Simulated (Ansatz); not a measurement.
Relaxation of AlF2H3O2S (9 atoms, charge 0, multiplicity 1), to a largest force component of 0.03 eV/Å in at most 50 steps.

Computed with Ansatz 0.2.0, RHF/6-31G*.

```xyz
9
Properties=species:S:1:pos:R:3
Al -1.386 -0.411 -0.148
S 2.063 -1.014 0.443
F -1.825 -0.896 -1.632
F -2.009 -1.137 1.163
H 1.556 0.203 0.709
O -0.457 1.114 0.151
O 0.188 1.356 -1.089
H 1.946 -1.464 1.685
H -0.076 2.248 -1.282
```

Question: Where does it end, and by what steps?

Answer: The run converged. The force dipped under the threshold on the way, but the program's further checks kept it going. After 28 steps the energy has fallen by 0.695 eV; S2 moved furthest, 0.73 Å. Joined: Al1–S2.

```csv
step,energy less start (eV),largest force component (eV/Å),accepted
0,0.0000,1.480,yes
1,-0.1398,1.023,yes
2,-0.3091,1.098,yes
3,-0.5123,0.908,yes
4,-0.6087,0.794,yes
5,-0.6369,1.030,yes
6,-0.6501,0.913,yes
7,-0.6853,0.106,yes
8,-0.6859,0.167,yes
9,-0.6888,0.076,yes
10,-0.6897,0.042,yes
11,-0.6901,0.064,yes
12,-0.6905,0.051,yes
13,-0.6907,0.038,yes
14,-0.6910,0.041,yes
15,-0.6909,0.073,no
16,-0.6913,0.014,yes
17,-0.6913,0.133,yes
18,-0.6919,0.042,yes
19,-0.6918,0.057,no
20,-0.6922,0.011,yes
21,-0.6927,0.067,yes
22,-0.6924,0.150,no
23,-0.6932,0.048,yes
24,-0.6936,0.113,yes
25,-0.6941,0.069,yes
26,-0.6947,0.013,yes
27,-0.6946,0.155,no
28,-0.6951,0.019,yes
```

```xyz
9
Properties=species:S:1:pos:R:3
Al -0.971 -0.452 -0.048
S 1.360 -1.200 0.399
F -1.241 -0.995 -1.570
F -1.709 -1.246 1.184
H 1.967 -0.043 0.176
O -0.786 1.268 0.200
O 0.233 1.575 -0.742
H 1.350 -1.097 1.721
H -0.203 2.189 -1.319
```

Run time: 36 s on 2 threads of Arm Neoverse V2, with other jobs on the host, peak memory 0.21 GiB.
